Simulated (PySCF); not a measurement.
methyl(silyl)silane (CH₈Si₂), SMILES C[SiH2][SiH3]. Geometry optimised at B3LYP-D3(BJ)/def2-SVP.

The numbers are results of B3LYP-D3(BJ)/def2-SVP (PySCF 2.14.0), not measurements.

Harmonic wavenumbers (cm⁻¹): 98, 142, 162, 359, 417, 491, 513, 669, 679, 722, 852, 889, 913, 939, 946, 954, 1270, 1438, 1438, 2195, 2197, 2201, 2209, 2213, 3032, 3126, 3127. Rotational constants (GHz): 12.98, 3.160, 2.749; symmetry number 1.

Work out the zero-point energy and the ideal-gas rigid-rotor harmonic-oscillator thermochemistry at 298.15 K and 1 atm.

ZPE = ½ Σ hcν = ½ × 34189 cm⁻¹ = 48.88 kcal/mol. H − E(el) = 53.63 kcal/mol. Entropy in cal/(mol K): translation 38.91, rotation 25.46, vibration 13.95, total 78.32. G − E(el) = 30.28 kcal/mol. Cp = 24.99 cal/(mol K). Modes under 150 cm⁻¹ make the vibrational entropy uncertain.
